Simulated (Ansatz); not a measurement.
An input meant for Cs₃⁺ (charge 1, singlet).

```yaml
crystal:
  periodic: [false, false, false]
  atoms:
    - {symbol: Cs, position_ang: [-0.480307, -2.983615, -0.272464]}
    - {symbol: Cs, position_ang: [2.802856, 1.045275, 0.508207]}
    - {symbol: Cs, position_ang: [-2.322549, 1.938340, -0.235733]}
basis:
  gaussian: {orbitals: def2-mTZVP, final_grid: {core_spheres: 1, valence_spheres: 1, degree: 1}}
total_charge: 1
hamiltonian: {xc: {name: r2SCAN}}
scf: {omitted_lower_state_checks: [starts]}
```

```sh
$ ansatz run in.yaml --threads 2 --pin off --events-out ev --progress --plain --max-ram 4352MiB
```

It prints (some lines left out):

```
Functional definition: r2SCAN
954 factors; their error is unknown
mean field evaluation 1: about -1641.7750 eV, gradient 1.1e1 eV
mean field evaluation 2: about -1641.5440 eV, gradient 1.4e1 eV
mean field evaluation 4: about -1642.3348 eV, gradient 7.1e-2 eV
mean field evaluation 8: about -1645.2874 eV, gradient 3.2e-1 eV
mean field evaluation 16: about -1668.0241 eV, gradient 1.9e0 eV
mean field evaluation 32: about -1687.9062 eV, gradient 6.4e-1 eV
mean field -1689.07815943 eV, -62.0724774608 hartree, gradient 1.3e-6 eV, S^2 0.000000; 0 other end points of the search recorded, 0 dependent functions left out
reference -1689.07826339 eV, -62.0724812814 hartree; 13, 13 occupied and 74, 74 virtual orbitals, 954 factors
Total energy: -1689.07826339 eV, -62.0724812814 hartree
Checks for a lower state left out: starts
```

In this input the integration grid is far too coarse. The run converged. The result belongs to that input, not to the species as meant.

In the def2 sets Cs takes a core potential; there is no spin–orbit coupling.
